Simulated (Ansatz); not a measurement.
Input file for Ansatz (an electronic-structure program): R-CCSD(T)/cc-pVTZ on fluoroethane (SMILES CCF), a point of a torsion scan.

Ansatz 0.2 input:
```yaml
crystal:
  periodic: [false, false, false]
  atoms:
    - {symbol: C, position_ang: [0.77963775, 0.07218341, 0.05619380]}
    - {symbol: C, position_ang: [-0.72396385, -0.16022246, -0.03336540]}
    - {symbol: F, position_ang: [-1.40876990, 0.97640665, 0.33232063]}
    - {symbol: H, position_ang: [1.19110308, -0.33741275, 0.97434405]}
    - {symbol: H, position_ang: [1.28358708, -0.40475828, -0.78009327]}
    - {symbol: H, position_ang: [0.98156933, 1.13902049, 0.01824119]}
    - {symbol: H, position_ang: [-1.06704619, -0.95819367, 0.63114875]}
    - {symbol: H, position_ang: [-1.03873613, -0.37522879, -1.05994463]}
basis:
  gaussian:
    orbitals: cc-pVTZ
magnetization: {spin_polarized: false}
correlation: {method: ccsd_t, electrons: outside_noble_gas}
scf: {lower_state_search: off}
```

The log:

```
WARN ansatz: RAYON_NUM_THREADS=1 ignored (pool sized by the plan → 1); use --threads N
Functional definition: HF
these checks for a lower state are left out or cut short: stability, starts, cluster_reference, orbital_swaps, neighbouring_geometries, increment
integrals: 0.43 GiB planned
912 factors; integrals over basis functions are off by at most 9.7e-4 eV
mean field: 0.31 GiB planned
mean field evaluation 1: about -4845.7842 eV, gradient 2.8e1 eV
mean field evaluation 2: about -4845.7853 eV, gradient 2.8e1 eV
mean field evaluation 4: about -4847.5620 eV, gradient 3.1e0 eV
mean field evaluation 8: about -4847.5871 eV, gradient 1.2e-4 eV
mean field -4847.58708976 eV, -178.1455397362 hartree, gradient 1.7e-6 eV, S^2 0.000000; 0 other end points of the search recorded, 0 dependent functions left out
3 core orbitals not correlated
reference -4847.58708976 eV, -178.1455397362 hartree; 10, 10 occupied and 147, 147 virtual orbitals, 912 factors
second order -16.50076179 eV of doubles, -0.00000000 eV of singles
coupled cluster: 1.22 GiB planned
cycle   1  -16.81627965 eV  change   -3.2e-1 eV  update   7.4e-2
cycle   2  -17.16759983 eV  change   -3.5e-1 eV  update   2.1e-2
cycle   3  -17.24144642 eV  change   -7.4e-2 eV  update   9.7e-3
cycle   4  -17.23610872 eV  change    5.3e-3 eV  update   1.8e-3
cycle   5  -17.23616091 eV  change   -5.2e-5 eV  update   7.0e-4
cycle   6  -17.23656158 eV  change   -4.0e-4 eV  update   1.9e-4
cycle   7  -17.23651404 eV  change    4.8e-5 eV  update   6.6e-5
cycle   8  -17.23649301 eV  change    2.1e-5 eV  update   2.0e-5
perturbative correction -0.55926096 eV, -0.0205524613 hartree
Total energy: -4865.38284373 eV, -178.7995216323 hartree
Checks for a lower state left out: stability, starts, cluster_reference, orbital_swaps, neighbouring_geometries, increment
```

The calculation finished and met its thresholds.

Cost: very roughly 40 core-seconds.
